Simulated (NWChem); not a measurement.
System: CrO2Cl2; SMILES [O]=[Cr](=[O])([Cl])[Cl]

Here is an NWChem input.

```
start job
memory heap 200 mb stack 900 mb global 1100 mb
geometry units angstroms noautoz
  Cr     0.000000     0.000000     0.339516
  O      0.000000    -1.239649     1.227935
  O      0.000000     1.239649     1.227935
  Cl     1.746358     0.000000    -0.848097
  Cl    -1.746358     0.000000    -0.848097
end
basis spherical
  Cr library def2-svp
  O library def2-svp
  Cl library def2-svp
end
dft
  xc b3pw91
  iterations 150
  mulliken
end
task dft energy
```

All runs use the structure optimised with PBE0/def2-SVP.

**Question.** What results follow from this input? (B3PW91/def2-SVP.) Quantities: energy (Ha); highest occupied level (eV); orbital gap (eV); dipole (D).

**Answer.** The energy (Ha) comes out as -2114.68 and the highest occupied level (eV) comes out as -9.49. The orbital gap (eV) is 4.16 and the dipole (D) is 0.58.
